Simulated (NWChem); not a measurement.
System: C$_{4}$H$_{5}$BO; SMILES C1=CB(O)C=C1

The following NWChem deck was run.

```
start job
memory heap 200 mb stack 900 mb global 1100 mb
geometry units angstroms noautosym nocenter noautoz
  O      0.082783    -2.154191     0.000000
  B      0.018248    -0.796565     0.000000
  C      1.282109     0.167662     0.000000
  C      0.762433     1.420947     0.000000
  C     -0.745874     1.412939     0.000000
  C     -1.259706     0.156189     0.000000
  H     -0.802112    -2.563686     0.000000
  H      2.358592    -0.053516     0.000000
  H      1.331988     2.365691     0.000000
  H     -1.326170     2.351525     0.000000
  H     -2.339085    -0.057127     0.000000
end
basis spherical
  O library def2-svp
  B library def2-svp
  C library def2-svp
  H library def2-svp
end
dft
  xc b3lyp
  iterations 150
  mulliken
end
task dft energy
esp
  recalculate
  probe 0.07
  range 0.3
  factor 1.0
  spacing 0.02
end
task esp
```

Parts of the log:

```
             Northwest Computational Chemistry Package (NWChem) 7.3.0
             --------------------------------------------------------

                             Geometry "geometry" -> ""
                             -------------------------

 Output coordinates in angstroms (scale by  1.889725989 to convert to a.u.)

  No.       Tag          Charge          X              Y              Z
 ---- ---------------- ---------- -------------- -------------- --------------
    1 O                    8.0000     0.08278300    -2.15419100     0.00000000
    2 B                    5.0000     0.01824800    -0.79656500     0.00000000
    3 C                    6.0000     1.28210900     0.16766200     0.00000000
    4 C                    6.0000     0.76243300     1.42094700     0.00000000
    5 C                    6.0000    -0.74587400     1.41293900     0.00000000
    6 C                    6.0000    -1.25970600     0.15618900     0.00000000
    7 H                    1.0000    -0.80211200    -2.56368600     0.00000000
    8 H                    1.0000     2.35859200    -0.05351600     0.00000000
    9 H                    1.0000     1.33198800     2.36569100     0.00000000
   10 H                    1.0000    -1.32617000     2.35152500     0.00000000
   11 H                    1.0000    -2.33908500    -0.05712700     0.00000000

 Effective nuclear repulsion energy (a.u.)     190.9866392423

                                 NWChem DFT Module
                                 -----------------

 Summary of "ao basis" -> "ao basis" (spherical)
 ------------------------------------------------------------------------------
       Tag                 Description            Shells   Functions and Types
 ---------------- ------------------------------  ------  ---------------------
 O                          def2-svp                 6       14   3s2p1d
 B                          def2-svp                 6       14   3s2p1d
 C                          def2-svp                 6       14   3s2p1d
 H                          def2-svp                 3        5   2s1p

            General Information
            -------------------
          SCF calculation type: DFT
          Wavefunction type:  closed shell.
          No. of atoms     :    11
          No. of electrons :    42
           Alpha electrons :    21
            Beta electrons :    21
          Charge           :     0
          Spin multiplicity:     1
          Use of symmetry is: off; symmetry adaption is: off
          Maximum number of iterations: 150
          AO basis - number of functions:   109
                     number of shells:    51
          Convergence on energy requested:  1.00D-06
          Convergence on density requested:  1.00D-05
          Convergence on gradient requested:  5.00D-04

              XC Information
              --------------
                         B3LYP Method XC Potential
                     Hartree-Fock (Exact) Exchange  0.200
                        Slater Exchange Functional  0.800 local
                    Becke 1988 Exchange Functional  0.720 non-local
              Lee-Yang-Parr Correlation Functional  0.810
                  VWN I RPA Correlation Functional  0.190 local

             Grid Information
             ----------------
          Grid used for XC integration:  medium
          Radial quadrature: Mura-Knowles
          Angular quadrature: Lebedev.
          Tag              B.-S. Rad. Rad. Pts. Rad. Cut. Ang. Pts.
          ---              ---------- --------- --------- ---------
          O                   0.60       49          12.0       434
          B                   0.85       49          10.0       434
          C                   0.70       49          11.0       434
          H                   0.35       45          13.0       434
          Grid pruning is: on
          Number of quadrature shells:   519
          Spatial weights used:  Erf1

      Superposition of Atomic Density Guess
      -------------------------------------

 Sum of atomic energies:        -252.19078570

      Non-variational initial energy
      ------------------------------

 Total energy =    -255.691483
 1-e energy   =    -717.882960
 2-e energy   =     271.204838
 HOMO         =      -0.268513
 LUMO         =      -0.112801

     ---------------------------------------------
      Total Density - Mulliken Population Analysis
     ---------------------------------------------

    Atom       Charge   Shell Charges
 -----------   ------   -------------------------------------------------------
    1 O    8     8.49   1.99  1.11  0.57  3.06  1.76  0.01
    2 B    5     4.59   1.99  0.89  0.14  1.21  0.22  0.14
    3 C    6     6.32   1.99  0.99  0.30  2.05  0.97  0.03
    4 C    6     6.00   1.99  0.98  0.29  1.86  0.84  0.04
    5 C    6     6.01   1.99  0.98  0.29  1.86  0.85  0.04
    6 C    6     6.33   1.99  0.99  0.30  2.04  0.98  0.03
    7 H    1     0.65   0.52  0.07  0.06
    8 H    1     0.89   0.66  0.21  0.03
    9 H    1     0.91   0.67  0.22  0.02
   10 H    1     0.91   0.67  0.22  0.02
   11 H    1     0.89   0.66  0.21  0.03

   convergence    iter        energy       DeltaE   RMS-Dens  Diis-err
 ---------------- ----- ----------------- --------- --------- ---------
 d= 0,ls=0.0,diis     1   -255.2505300046 -4.46D+02  1.17D-02  6.35D-01
 d= 0,ls=0.0,diis     2   -255.2344128738  1.61D-02  7.13D-03  9.09D-01
 d= 0,ls=0.0,diis     3   -255.3191183984 -8.47D-02  2.47D-03  1.12D-01
 d= 0,ls=0.0,diis     4   -255.3310461525 -1.19D-02  8.31D-04  1.03D-02
 d= 0,ls=0.0,diis     5   -255.3322347306 -1.19D-03  2.51D-04  1.60D-03
  Resetting Diis
 d= 0,ls=0.0,diis     6   -255.3324208675 -1.86D-04  6.09D-05  7.18D-05
 d= 0,ls=0.0,diis     7   -255.3324300960 -9.23D-06  2.74D-05  2.60D-06
 d= 0,ls=0.0,diis     8   -255.3324295805  5.16D-07  1.73D-05  6.42D-06
 d= 0,ls=0.0,diis     9   -255.3324304361 -8.56D-07  2.76D-06  1.76D-07

         Total DFT energy =     -255.332430436056
      One electron energy =     -723.310892498022
           Coulomb energy =      313.142200745871
    Exchange-Corr. energy =      -36.150377926188
 Nuclear repulsion energy =      190.986639242283

 Numeric. integr. density =       41.999983144714

                       DFT Final Molecular Orbital Analysis
                       ------------------------------------

 Vector   19  Occ=2.000000D+00  E=-3.264257D-01
              MO Center= -9.1D-03,  3.8D-01, -1.0D-08, r^2= 3.4D+00
   Bfn.  Coefficient  Atom+Function         Bfn.  Coefficient  Atom+Function
  ----- ------------  ---------------      ----- ------------  ---------------
    62     -0.295445   5 C  pz                6      0.290024   1 O  pz
    48     -0.286819   4 C  pz                9      0.210857   1 O  pz
    76     -0.208228   6 C  pz               34     -0.196949   3 C  pz
    65     -0.180792   5 C  pz               51     -0.174981   4 C  pz
    79     -0.131869   6 C  pz               37     -0.122681   3 C  pz

 Vector   20  Occ=2.000000D+00  E=-3.000514D-01
              MO Center= -2.4D-03, -2.7D-01, -2.0D-10, r^2= 3.2D+00
   Bfn.  Coefficient  Atom+Function         Bfn.  Coefficient  Atom+Function
  ----- ------------  ---------------      ----- ------------  ---------------
    18      0.347122   2 B  px               75     -0.259324   6 C  py
    33      0.240691   3 C  py                4      0.226734   1 O  px
    74      0.203144   6 C  px               32      0.197613   3 C  px
    45     -0.163271   4 C  s                36      0.155202   3 C  py
    59      0.154324   5 C  s                78     -0.149137   6 C  py

[...]

                     NWChem Electrostatic Potential Fit Module
                     -----------------------------------------

 Atom parameters

 Number of atoms is                                   11
 Number of basis functions is                        109

 Grid parameters

 Maximum number of grid points is                  41936
 Number of grid points is                          41935
 Grid range                                     0.300000 nm
 Grid spacing                                   0.020000 nm
 Probe radius                                   0.070000 nm
 Atom radius factor                             1.000000

 Atomic radii

    1    0.100000
    5    0.158000
    6    0.147000
    8    0.136000
 FASTESP  F
  using M.O. file = ./job.movecs

    Atom              Coordinates                           Charge

                                                  ESP

    1 O     0.008278   -0.215419    0.000000   -0.624320
    2 B     0.001825   -0.079657    0.000000    0.641477
    3 C     0.128211    0.016766    0.000000   -0.334190
    4 C     0.076243    0.142095    0.000000   -0.079634
    5 C    -0.074587    0.141294    0.000000    0.060970
    6 C    -0.125971    0.015619    0.000000   -0.478437
    7 H    -0.080211   -0.256369    0.000000    0.399533
    8 H     0.235859   -0.005352    0.000000    0.121824
    9 H     0.133199    0.236569    0.000000    0.089289
   10 H    -0.132617    0.235153    0.000000    0.066232
   11 H    -0.233909   -0.005713    0.000000    0.137256
                                            ------------
                                               -0.000000

 Dipole moment                                  0.557608

 Quadrupole moment Qxx                          0.569440
                   Qyy                          4.798163
                   Qzz                         -5.367603

 RMS deviation kJ/mol                           0.057768

 RRMS %                                        31.508727
```

Level: B3LYP/def2-SVP. Coordinates come from a PBE-D3(BJ)/def2-SVP optimisation.
